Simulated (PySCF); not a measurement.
Gas-phase reaction: ZnCl2 + 2 O + 2 H ⇌ Zn(OH)2 + 2 Cl

Energies from PySCF, thermal terms from the rigid-rotor harmonic-oscillator model, ideal gas at 1 bar. † marks an energy on the PBE0/def2-TZVP geometry and frequencies. MP2 and CCSD(T) freeze the core. Open shells (unrestricted): O (multiplicity 3, electronic degeneracy 9), H (multiplicity 2), Cl (multiplicity 2, electronic degeneracy 6); the rest are closed-shell singlets. Spin-orbit splitting is ignored; it lowers the true energy and changes the entropy of O, Cl. B3LYP is the form with VWN-RPA correlation. Zn: all electrons, no relativistic terms. No R ln 2 is added for the mirror-image form of Zn(OH)2. Zn(OH)2: computed as isolated molecules; such fragments, hydroxides, amides, oligomers or adducts are transient or little studied in the gas. MP2 isn't extrapolated to the basis-set limit; its ΔH°(298 K) is -740.9 kJ in def2-SVP and -817.6 kJ in def2-TZVPP. CCSD(T) isn't extrapolated to the basis-set limit; its ΔH°(298 K) is -717.1 kJ in def2-SVP and -787.9 kJ in def2-TZVPP. The harmonic model lacks anharmonicity and excited electronic states, which grow with temperature; levels with a mode under 35 cm⁻¹ are left out. Soft modes under 120 cm⁻¹ make the harmonic entropy rough for ZnCl2.

```json
[
 {"level": "B3LYP/def2-TZVP†", "ΔE electronic, kJ": "-852", "ΔH°(298 K), kJ": "-802", "ΔS°(298 K), J/K": "-207", "ΔG°(1200 K), kJ": "-536"},
 {"level": "CCSD(T)/def2-SVP†", "ΔE electronic, kJ": "-767", "ΔH°(298 K), kJ": "-717", "ΔS°(298 K), J/K": "-207", "ΔG°(1200 K), kJ": "-452"},
 {"level": "MP2/def2-TZVPP†", "ΔE electronic, kJ": "-868", "ΔH°(298 K), kJ": "-818", "ΔS°(298 K), J/K": "-207", "ΔG°(1200 K), kJ": "-552"},
 {"level": "PBE0/def2-QZVP†", "ΔE electronic, kJ": "-822", "ΔH°(298 K), kJ": "-771", "ΔS°(298 K), J/K": "-207", "ΔG°(1200 K), kJ": "-506"},
 {"level": "PBE0/def2-SVP†", "ΔE electronic, kJ": "-789", "ΔH°(298 K), kJ": "-739", "ΔS°(298 K), J/K": "-207", "ΔG°(1200 K), kJ": "-473"},
 {"level": "LDA/def2-TZVP†", "ΔE electronic, kJ": "-1034", "ΔH°(298 K), kJ": "-984", "ΔS°(298 K), J/K": "-207", "ΔG°(1200 K), kJ": "-718"},
 {"level": "ωB97M-V/def2-TZVP†", "ΔE electronic, kJ": "-833", "ΔH°(298 K), kJ": "-782", "ΔS°(298 K), J/K": "-207", "ΔG°(1200 K), kJ": "-517"},
 {"level": "ωB97X-V/def2-TZVP†", "ΔE electronic, kJ": "-832", "ΔH°(298 K), kJ": "-782", "ΔS°(298 K), J/K": "-207", "ΔG°(1200 K), kJ": "-517"}
]
```
ΔH° is lowest at LDA/def2-TZVP† and highest at CCSD(T)/def2-SVP†. No reference value is set beside these.
